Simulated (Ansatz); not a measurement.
Total energies of BH2(iPr) (C₃H₉B) from Ansatz at PBE-D4/def2-TZVP, gas phase (1 Eh = 27.2114 eV = 2625.5 kJ/mol). The reference geometry is relaxed at r2SCAN-D4/def2-SVP.

```xyz
13

B    -0.5922    0.7674   -1.3248
H    -0.9204    0.1378   -2.3065
H    -0.6554    1.9768   -1.3601
C    -0.2593    0.0363    0.0018
C     0.5069    0.8202    1.0705
C     0.1836   -1.4264   -0.0863
H    -1.3494    0.0377    0.3036
H     0.1329    1.8506    1.1691
H     1.5763    0.8825    0.8075
H     0.4445    0.3359    2.0596
H     0.1175   -1.9355    0.8900
H    -0.4201   -1.9940   -0.8107
H     1.2350   -1.4895   -0.4137
```

```csv
state,geometry,energy (Eh)
charge 0 singlet,reference,-144.38956
charge 1 doublet,reference,-144.01529
free B atom (doublet),–,-24.61008
free H atom (doublet),–,-0.49962
free C atom (triplet),–,-37.79597
```

Work out the vertical ionisation energy to the doublet.

E(charge 1 doublet) − E(charge 0 singlet) = -144.01529 − (-144.38956) = 0.37427 Eh = 10.18 eV. For comparison, −ε of the highest occupied level is 7.00 eV at this level, 3.18 eV less.

What is the binding energy per atom against free atoms?

Atoms: 1 × (-24.61008) + 9 × (-0.49962) + 3 × (-37.79597) = -142.49457 Eh. Binding: -142.49457 − (-144.38956) = 1.89499 Eh = 51.57 eV, or 3.97 eV for each of 13 atoms (no zero-point energy, no counterpoise term).
